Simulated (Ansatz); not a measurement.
```yaml
atoms:
  - { symbol: Fe, position_ang: [0.0000, 0.0000, 0.0000] }
  - { symbol: C, position_ang: [0.0000, 2.4877, 0.0000] }
  - { symbol: P, position_ang: [0.0000, -2.8584, 0.0000] }
```

Basis set: pcseg-2 (spherical functions). Charge 0, multiplicity 2.

Computed with Ansatz (development build ahead of 0.2.0); each method stands on the lowest determinant of its kind that the runs found. Restricted functionals stand beside restricted open-shell atoms, which can lie above the unrestricted atoms usual in DFT and then raise those values.

The atomization energy at this shape (free ground-state atoms in the same class of orbitals less the molecule, no zero-point energy) of doublet CFeP:

```
              method  atomization energy
ωB97X (unrestricted)        264.0 kJ/mol
```

**Question.** What does ωB97X (restricted open-shell) give?

**Answer.** -246.4 kJ/mol. Caution: another spin multiplicity may lie lower. Caution for ωB97X (unrestricted): the unrestricted determinant is a mixture of spin states. Caution for ωB97X (restricted open-shell): an unrestricted determinant lies well below; the molecule lies well above its atoms at this level.

The shape needn't be a minimum at these levels.
